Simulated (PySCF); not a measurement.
Molecule: C4H3O2 (charge 0, doublet). It need not be the lowest isomer of its formula. SMILES: c1[c]oc(O)c1
Coordinates optimised at B3LYP-D3(BJ)/def2-TZVP (Ansatz):
```
C
O 1 1.3347
H 2 0.9666 1 109.61
C 1 1.3599 2 131.29 3 163.52
O 1 1.3672 2 117.36 3 -24.09
C 5 1.3608 1 105.80 2 -170.31
C 6 1.3587 5 111.26 1 -7.23
H 7 1.0755 6 127.02 5 -174.39
H 4 1.0760 1 126.17 2 -4.30
```
Charge 0, spin multiplicity 2.

Dispersion corrections to the total energy (kcal/mol) from the dftd3 and dftd4 libraries through PySCF: D3(BJ) without and D4 with the three-body term, each with the damping fitted for the functional named.

```
functional  D3(BJ)      D4
----------  ------  ------
HF          -38.43     [?]
B2PLYP         [?]   -3.09
TPSSh          [?]   -5.47
PW6B95       -1.99   -3.99
revPBE      -11.17  -15.78
PBE          -4.27   -4.46
LC-wPBE      -3.87   -4.92
```

Problem. Fill in the missing entries.

Solution. 
- HF, D4: -17.74
- B2PLYP, D3(BJ): -3.35
- TPSSh, D3(BJ): -4.84
